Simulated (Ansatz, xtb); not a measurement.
C4H4O2S: which of two isomers lies lower

Structure a: `Oc1cscc1O`, a singlet. Structure b: `Oc1ccc(O)s1`, a singlet. Both are isolated molecules in the gas phase, relaxed with PBE-D3(BJ)/def2-SVP; the shapes shown needn't be the lowest conformers.

a (Å):

```tsv
atom	x (Å)	y (Å)	z (Å)
C	-1.2466	-1.5468	-0.0748
C	-0.5911	-2.1455	-1.1317
C	0.4555	0.0245	-0.4285
C	-0.6499	-0.2996	0.3337
O	-2.3513	-1.9562	0.6217
O	-1.1526	0.4374	1.3568
S	0.7674	-1.1843	-1.6381
H	-2.6688	-2.8043	0.2650
H	-0.8273	-3.0889	-1.6376
H	1.0943	0.9089	-0.3360
H	-1.9302	-0.0529	1.6925
```

b (Å):

```yaml
atoms:
  - { symbol: C, position_ang: [-1.3576, -2.1619, 0.3347] }
  - { symbol: C, position_ang: [-1.2457, -1.8012, -0.9887] }
  - { symbol: C, position_ang: [-0.6164, -0.5262, -1.1794] }
  - { symbol: C, position_ang: [-0.2540, 0.0843, -0.0002] }
  - { symbol: O, position_ang: [-1.7801, -3.3598, 0.8150] }
  - { symbol: O, position_ang: [0.2320, 1.3442, 0.1421] }
  - { symbol: S, position_ang: [-0.6815, -0.9152, 1.4017] }
  - { symbol: H, position_ang: [-2.3540, -3.2140, 1.5904] }
  - { symbol: H, position_ang: [-1.5965, -2.4542, -1.7984] }
  - { symbol: H, position_ang: [-0.4444, -0.0516, -2.1541] }
  - { symbol: H, position_ang: [0.9339, 1.3464, 0.8198] }
```

Estimate E(b) − E(a) at the level CCSD(T)/def2-SVP + ΔMP2/def2-TZVPP.

Calculated at CCSD(T)/def2-SVP + ΔMP2/def2-TZVPP: E(b) − E(a) = +8.1 kcal/mol, so structure a lies lower.

How the difference moves with the method:

```json
{"level": "PBE-D3(BJ)/def2-SVP", "geometry": "PBE-D3(BJ)/def2-SVP", "E(b) − E(a) (kcal/mol)": "+7.3", "departure from the last row (kcal/mol)": "−0.8", "job, with rough time for the two": "optimisation, 62 s"}
{"level": "HF/def2-SVP", "geometry": "PBE-D3(BJ)/def2-SVP", "E(b) − E(a) (kcal/mol)": "+8.5", "departure from the last row (kcal/mol)": "+0.3", "job, with rough time for the two": "part of the CCSD(T) run"}
{"level": "MP2/def2-SVP", "geometry": "PBE-D3(BJ)/def2-SVP", "E(b) − E(a) (kcal/mol)": "+8.1", "departure from the last row (kcal/mol)": "0.0", "job, with rough time for the two": "part of the CCSD(T) run"}
{"level": "CCSD(T)/def2-SVP", "geometry": "PBE-D3(BJ)/def2-SVP", "E(b) − E(a) (kcal/mol)": "+7.5", "departure from the last row (kcal/mol)": "−0.6", "job, with rough time for the two": "single point"}
{"level": "CCSD(T)/def2-SVP + ΔMP2/def2-TZVPP", "geometry": "PBE-D3(BJ)/def2-SVP", "E(b) − E(a) (kcal/mol)": "+8.1", "departure from the last row (kcal/mol)": "", "job, with rough time for the two": "single point, 50 s"}
```

As drawn, both hold the same kinds of bond in the same numbers.

None of the levels shown reverses the order. The largest departure from CCSD(T)/def2-SVP + ΔMP2/def2-TZVPP is that of PBE-D3(BJ)/def2-SVP, 0.8 kcal/mol. Levels run at GFN2-xTB geometries aren't shown. The last row adds to CCSD(T) the change of the MP2 difference between the two basis sets, here +0.6 kcal/mol.

With thermal terms from frequencies at re-optimised GFN2-xTB minima (ideal gas, soft modes damped towards free rotors, one conformer each, 298.15 K, 1 atm): on the last row, ΔE + ΔZPE = +7.5, ΔH = +7.9, ΔG = +7.4 kcal/mol.

The correlated steps freeze 11 core orbitals. Run with Ansatz 0.2.0, xtb 6.7.1; the last row on 2 threads of Intel(R) Xeon(R) Platinum 8488C (Sapphire Rapids) on a shared host.
